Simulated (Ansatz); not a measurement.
Z-matrix (Å, degrees):
```
Al
C 1 1.956
F 1 1.650 2 117.0
Se 1 2.636 2 50.1 3 -95.8
H 1 1.572 2 121.3 3 172.4
Cl 2 1.756 1 120.2 3 -11.9
H 2 1.086 1 123.9 3 -159.8
H 4 1.472 1 90.9 2 -95.1
```

Total charge 0; spin multiplicity 1. The bonds changed during the relaxation, so this is another structure than the one it started from.

**Question.** List the PBE0/def2-TZVPP orbital energies in eV (the Gaussian-basis code of Ansatz). (An estimate is asked.)

**Answer.** The calculation gave: Occupied: -12362.77, -2767.82, -1585.56, -1528.08, -1422.59, -1422.56, -1422.52, -672.73, -280.57, -259.62, -215.97, -197.97, -197.74, -197.72, -159.55, -159.45, -159.29, -113.94, -74.04, -73.91, -73.86, -59.56, -59.54, -59.40, -59.32, -59.30, -31.72, -24.47, -21.22, -17.63, -13.64, -12.88, -12.10, -11.69, -11.33, -11.26, -10.49, -9.66, -9.02, -8.20, -7.40. Lowest empty: -1.25, -0.33, -0.20, 0.09, 0.62, 1.87, 2.10, 2.80.
